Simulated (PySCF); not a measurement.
Molecule: Be(Br)(OSiH3), H3BeBrOSi, SMILES [SiH3][O][Be][Br]. Atoms near the plane z = 0.0 Å, at the PBE0/def2-SVP optimised geometry (x, y, z in Å): Be1 (-0.8, 0.0, 0.0), Br2 (-2.8, 0.0, 0.0), O3 (0.6, 0.0, 0.0), Si4 (2.3, 0.0, 0.0), H5 (2.8, -1.2, -0.6), H7 (2.8, 1.2, -0.8).

Method: PBE0/def2-TZVP (PySCF 2.14.0). Cells within 0.4 Å of a nucleus heavier than hydrogen are left out (blank, or x). The values are rescaled to run from 0 to 1.

```
|0000000000000111111111100000000|
|0000000000001111111111110000000|
|0000000000011111111111110000000|
|0000000000011111111111110000000|
|0000000000111111111111110000000|
|0000000000111111111111110000000|
|0000000000111111111111110000001|
|0000000000111111111111111000011|
|0000000000112221111111111111111|
|0000000001123322111222221111111|
|0000001111245542111345543211111|
|0001246764589973112599997421111|
|0012799999999997446999999842211|
|0026999999999999999999999974221|
|013999xx9999xx999x999xx99995321|
|013999xx9999xx99xxx99xx99996321|
|0139999x99999x999x9999x99995321|
|0025999999999999999999999963211|
|0012699999999996334999999742111|
|0000135543479963102479999421111|
|0000000111235542111234454211111|
|0000000001123322111112222111111|
|0000000000112221111111111100011|
|0000000000111111111111110000001|
|0000000000111111111111100000000|
|0000000000111111111111100000000|
|0000000000011111111111100000000|
|0000000000011111111111100000000|
|0000000000001111111111100000000|
|0000000000001111111111000000000|
|0000000000000011111110000000000|
```
Scale: ten equal steps from 0.000 (start of '0') to 1.00 (end of '9'), in the order '0123456789'; x runs from -5.00 to 5.00, y from -5.00 (bottom) to 5.00 (top).

### Question
Which quantity is mapped?
(A) electron localisation function
(B) deformation density (molecule minus spherical neutral atoms)
(C) an orbital amplitude
(D) electrostatic potential

### Answer
D, electrostatic potential. In full: electrostatic potential (hartree/e), clipped to [-0.08, 0.12].
